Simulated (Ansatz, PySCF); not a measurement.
Molecule: C2HCl2 (charge 0, doublet). It need not be the lowest isomer of its formula. 
Coordinates optimised at B3LYP-D3(BJ)/def2-TZVP (Ansatz, a quantum-chemistry and plane-wave program):
```xyz
5

Cl     1.8097     0.2068    -0.0684
C      0.5874    -0.9103    -0.0321
C     -0.7180    -0.9144     0.0187
Cl    -1.6873     0.5446     0.0713
H     -1.2975    -1.8252     0.0320
```
Charge 0, spin multiplicity 2.

Total electronic energies in hartree. Correlated levels leave the core frozen unless marked. UHF or UKS for open shells. Spin-orbit coupling is left out. No relativistic terms. CBS(X,Y): correlation extrapolated as X^-3; Hartree-Fock from the larger set. [CCSD(T)-MP2]/basis is that difference in the basis named.

The UHF reference is spin-contaminated (<S^2> 0.22 over the pure value in the largest basis). 

```json
[
 {"level": "HF/cc-pVTZ", "program": "Ansatz", "energy (Eh)": "-995.29036"},
 {"level": "HF-D4/def2-TZVPD", "program": "PySCF + dftd4", "energy (Eh)": "-995.29503"},
 {"level": "RI-HF/cc-pV(Q+d)Z", "program": "Ansatz", "energy (Eh)": "-995.30518"},
 {"level": "r2SCAN-D4/def2-TZVPD", "program": "Ansatz + dftd4", "energy (Eh)": "-997.06405"},
 {"level": "PBE0/STO-3G", "program": "Ansatz", "energy (Eh)": "-985.76646"},
 {"level": "PBE0-D3(BJ)/def2-TZVPD", "program": "Ansatz + dftd3", "energy (Eh)": "-996.77467"},
 {"level": "PBE0/def2-TZVP", "program": "Ansatz", "energy (Eh)": "-996.76912"},
 {"level": "PBE0/def2-TZVPD", "program": "Ansatz", "energy (Eh)": "-996.77072"},
 {"level": "LC-wPBE-D3(BJ)/def2-TZVPD", "program": "Ansatz + dftd3", "energy (Eh)": "-996.85577"},
 {"level": "B2GP-PLYP-D3(BJ)/def2-TZVPD", "program": "Ansatz + dftd3", "energy (Eh)": "[?]"},
 {"level": "SCS-MP2/cc-pV(Q+d)Z", "program": "Ansatz", "energy (Eh)": "-995.99873"},
 {"level": "CCSD(T)/6-31G*", "program": "Ansatz", "energy (Eh)": "-995.73143"},
 {"level": "CCSD(T)/cc-pV(Q+d)Z", "program": "Ansatz", "energy (Eh)": "-996.09534"},
 {"level": "RI-MP2/CBS(cc-pV(T+d)Z,cc-pV(Q+d)Z)+[CCSD(T)-MP2]/cc-pV(Q+d)Z", "program": "Ansatz", "energy (Eh)": "-996.1363"},
 {"level": "CCSD(T)/CBS(cc-pV(T+d)Z,cc-pV(Q+d)Z)", "program": "Ansatz", "energy (Eh)": "-996.1360"}
]
```

Question: Complete the blanks.

Answer: 
- B2GP-PLYP-D3(BJ)/def2-TZVPD, energy (Eh): -996.72681
